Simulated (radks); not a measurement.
Charge is removed step by step from the 4p down level of Rh+, starting from [Ar] 3d10 4s2 4p(up 3, down 3) 4d8. Calculated with a radial shooting solver on a logarithmic mesh with Libxc functionals: scalar-relativistic Kohn-Sham, PBE, spin-polarised, spherical densities, finite nucleus; open shells are filled with parallel spins first (spin-orbit coupling, left out, can overturn this in heavy ions); Fermi nuclear charge, rms radius 4.4945 fm.

removed (e)	E - E(0) (eV)	eigenvalue (eV)	E minus straight line (eV)
0	0.000	-57.386	0.000
0.125	7.270	-58.997	-0.742
0.25	14.743	-60.645	-1.281
0.375	22.425	-62.329	-1.612
0.5	30.319	-64.046	-1.730
0.625	38.430	-65.793	-1.631
0.75	46.761	-67.571	-1.312
0.875	55.316	-69.375	-0.770
1	64.098	-71.206	0.000

Removing the whole electron costs 64.098 eV by Delta-SCF, against 57.386 eV from minus the eigenvalue at the starting occupation. Slater's transition state (half an electron removed) gives 64.046 eV. Integrating minus the eigenvalue over the occupation (Janak's theorem) gives 64.129 eV. In this scalar-relativistic scheme the density is built from large components alone, so the theorem holds only approximately. The mean slope of the eigenvalue, de/dn, is 13.8 eV per electron.
